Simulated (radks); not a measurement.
Values are calculated unless marked as measured or tabulated.
Problem. Species: Tb2+. Configuration: [Xe] 4f9. Code: a radial shooting solver on a logarithmic mesh with Libxc functionals. Model: scalar-relativistic Kohn-Sham, Slater X-alpha with alpha = 0.715, spin-polarised, spherical densities, finite nucleus; open shells are filled with parallel spins first (spin-orbit coupling, left out, can overturn this in heavy ions); Fermi nuclear charge, rms radius 5.06 fm. Some entries of the table are withheld. Estimate them.

| orbital | occ. | eigenvalue (eV) | r(max) (bohr) |
|---|---|---|---|
| 1s down | 1 | -51859.51 | 0.01365 |
| 1s up | 1 | -51859.51 | 0.01365 |
| 2s up | 1 | -8614.484 | 0.07753 |
| 2s down | 1 | -8614.402 | 0.07753 |
| 2p up | 3 | -7662.302 | 0.06277 |
| 2p down | 3 | -7662.244 | 0.06277 |
| 3s up | 1 | -1922.108 | 0.2198 |
| 3s down | 1 | -1919.904 | 0.2198 |
| 3p up | 3 | -1628.160 | 0.2158 |
| 3p down | 3 | -1625.973 | 0.2157 |
| 3d up | 5 | -1243.803 | 0.1762 |
| 3d down | 5 | -1242.101 | 0.1761 |
| 4s up | 1 | -392.6283 | 0.5044 |
| 4s down | 1 | -387.7272 | 0.5043 |
| 4p up | 3 | -295.7095 | 0.5266 |
| 4p down | 3 | -290.8481 | 0.5264 |
| 4d up | 5 | -162.4953 | 0.5461 |
| 4d down | 5 | -157.7107 | 0.5459 |
| 5s up | 1 | -62.0882 | 1.175 |
| 5s down | 1 | -59.4785 | 1.185 |
| 5p up | 3 | (1) | 1.338 |
| 5p down | 3 | (2) | 1.357 |
| 4f up | 7 | (3) | 0.5526 |
| 4f down | 2 | (4) | 0.5552 |

Solution. 
(1) 5p up eigenvalue (eV): -39.0248
(2) 5p down eigenvalue (eV): -37.0763
(3) 4f up eigenvalue (eV): -18.3115
(4) 4f down eigenvalue (eV): -14.1558
